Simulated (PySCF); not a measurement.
**Broadened absorption spectrum of C5H9NS**

C5H9NS.
SMILES: `CC(=S)C1CNC1`

Method: TDDFT CAM-B3LYP/def2-SVPD, vertical, gas phase, core orbitals frozen in the response in PySCF 2.14.0, density-fitted response routines. One conformer (not necessarily the lowest) at the GFN2-xTB geometry, without solvent, vibrations or thermal averaging. Torsions of this conformer, `[CH3:1][C:2](=[S:3])[CH:4]1[CH2:5][NH:6][CH2:7]1`: C1–C2–C4–C5 -62°.

Computed states:

| state | E (eV) | f |
| --- | --- | --- |
| S1 | 2.54 | 0.0000 |
| S2 | 4.87 | 0.0023 |
| S3 | 5.57 | 0.317 |
| S4 | 6.05 | 0.062 |
| S5 | 6.22 | 0.0022 |
| S6 | 6.22 | 0.0009 |
| S7 | 6.53 | 0.018 |
| S8 | 6.85 | 0.0008 |

Each state is given a Gaussian of 0.4 eV full width at half maximum, with ε(max) = 2.175×10⁸ f / Δν̃ (Δν̃ the width in cm⁻¹). The width is an assumption, not a result. The curve ends short of the highest state used, and states not computed would add to its high-energy end.

Task: What does the envelope look like, and where are its maxima?

Result: 
E (eV), ε (L mol⁻¹ cm⁻¹) and a bar:
```
     1.94          0 
     2.13          0 
     2.32          0 
     2.51          0 
     2.69          0 
     2.88          0 
     3.07          0 
     3.26          0 
     3.44          0 
     3.63          0 
     3.82          0 
     4.00          0 
     4.19          0 
     4.38          3 
     4.57         34 
     4.75        121 
     4.94        160 
     5.13        795 #
     5.32       7261 ###########
     5.50      19674 ##############################
     5.69      17094 ##########################
     5.88       6640 ##########
     6.07       4616 #######
     6.25       2578 ####
```

Maxima: 222 nm (5.57 eV), ε about 21000, made up of S3 (100%) (ε in L mol⁻¹ cm⁻¹; maxima over ε = 5, shares over 10%).

Task: What would ε be at 5.57 eV, the highest of these maxima, with half the width (0.2 eV)?

Result: About 42800 L mol⁻¹ cm⁻¹ against 21500, a factor of about 1.99; a lone state at its own centre would give exactly 2.

Task: Coming from long wavelengths, where does ε first pass 100 L mol⁻¹ cm⁻¹?

Result: At about 263 nm (4.71 eV), 2.17 eV above S1.

Task: Does any computed singlet lie in the visible range?

Result: S1 lies in the visible range (380 to 750 nm), at 487 nm, dark in the vertical dipole picture (f under 0.0005); light of that wavelength is green-blue to blue-green, and its complementary colour is orange to red; a Tamm–Dancoff triplet lies at 589 nm, without intensity as long as spin–orbit coupling is left out.

Time: 2.0 min wall, 1.7 min CPU; peak memory 1.0 GiB. Hardware: one thread of an Intel Xeon at 2.50 GHz, no GPU, shared host with 64 logical CPUs at a one-minute load of 51.
